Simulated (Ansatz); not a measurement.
Consider the ligand exchange at the Si–N bond: `Cl[SiH2][NH][GeH3]` + `C=C=N` → `C=C=N[SiH2]Cl` + `[NH2][GeH3]`.

Isolated molecules relaxed with PBE0-D4/def2-TZVP in Ansatz; ΔE leaves out vibrations. CCSD(T)/CBS is the MP2 limit (def2-TZVPP, def2-QZVPP) plus CCSD(T) − MP2 in def2-TZVPP, frozen cores. This one scheme is used for every species. DFT in def2-TZVPP. For Ge outer-core shells are correlated without core-valence functions, which leaves a few kJ/mol of doubt a bond. Scalar relativity is left out up to krypton. Each species was taken in one conformer, which may not be the lowest.

`Cl[SiH2][NH][GeH3]`:

```xyz
10

Cl   -1.873   -0.391   -2.131
Si   -0.016    0.294   -1.519
N     0.058    0.700    0.131
Ge    0.196   -0.486    1.541
H     0.924   -0.818   -1.778
H     0.265    1.491   -2.343
H    -0.283    1.616    0.386
H     0.753   -1.783    0.943
H    -1.179   -0.731    2.188
H     1.156    0.109    2.583
```

`C=C=N`:

```xyz
6

C     0.360    0.309    0.847
C    -0.018   -0.204   -0.293
N    -0.280   -0.756   -1.346
H     1.062    1.131    0.867
H    -0.035   -0.079    1.775
H    -1.089   -0.401   -1.851
```

`C=C=N[SiH2]Cl`:

Cartesian coordinates in Å:
```
C 0.744 -0.337 2.040
C 0.390 -0.507 0.794
N 0.078 -0.717 -0.354
Si -0.582 0.195 -1.655
Cl -0.949 2.151 -1.155
H 0.027 -0.494 2.834
H 1.752 -0.029 2.280
H -1.862 -0.436 -2.031
H 0.402 0.174 -2.754
```

`[NH2][GeH3]`:

```xyz
7

N    -0.866    0.711    0.308
Ge    0.532   -0.448   -0.007
H    -0.690    1.655   -0.011
H    -1.743    0.405   -0.091
H     0.121   -1.808    0.577
H     0.888   -0.635   -1.501
H     1.757    0.120    0.726
```

```csv
level,ΔE (kcal/mol)
PBE0-D4,1.1
PBE,0.6
r2SCAN,0.6
CCSD(T)/def2-TZVPP,1.9
HF/def2-QZVPP,0.1
SCS-MP2/def2-QZVPP,0.9
MP2/CBS(def2),0.7
CCSD/CBS(def2),1.7
```

Question: What does CCSD(T)/CBS give? (An estimate is asked.)

Answer: The calculation gave: +1.7 kcal/mol. The listed levels differ from it by -0.6, -1.1, -1.1, 0.2, -1.6, -0.8, -1.0, 0.0 kcal/mol.

Largest T1 diagnostic among the species: 0.015.

In def2-TZVPP, CCSD(T) changes the Hartree–Fock value by +1.8 kcal/mol (the triples alone add +0.0 kcal/mol) and MP2 by +0.8 kcal/mol. The D4 term adds +0.7 kcal/mol with B3LYP and +0.4 kcal/mol with PBE0; it sums over pairs of atoms, weighted by their polarisabilities, and B3LYP, whose exchange is more repulsive, gets the larger term.

B3LYP here is the variant with VWN-RPA as its local correlation; programs differ in this.
